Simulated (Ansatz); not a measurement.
`N[Si](N)([AlH2])[SiH3]` + `SBS` → `[AlH2][S]BS` + `N[SiH](N)[SiH3]`  (cleavage of the Al–Si bond)

Computed with Ansatz on PBE0-D4/def2-TZVP structures; ΔE is electronic, products minus reactants. CCSD(T)/CBS adds triple-zeta CCSD(T) − MP2 to the extrapolated MP2 energy (def2 sets, frozen cores). DFT in def2-TZVPP. One conformer a species, not always the lowest.

CCSD(T)/CBS gives -1.24 eV.

Another level gave -1.13 eV. Which?
A. r2SCAN-D4/def2-TZVPP
B. B2PLYP/def2-TZVPP
C. PBE/def2-TZVPP
D. PBE0/def2-TZVPP

D. PBE0 -1.13, PBE -1.07, B2PLYP -1.25, r2SCAN-D4 -1.20 eV.

Largest T1 diagnostic among the species: 0.014.

From PBE to PBE0 (25 % exact exchange), in def2-TZVPP and without D4, ΔE moves by −0.07 eV.
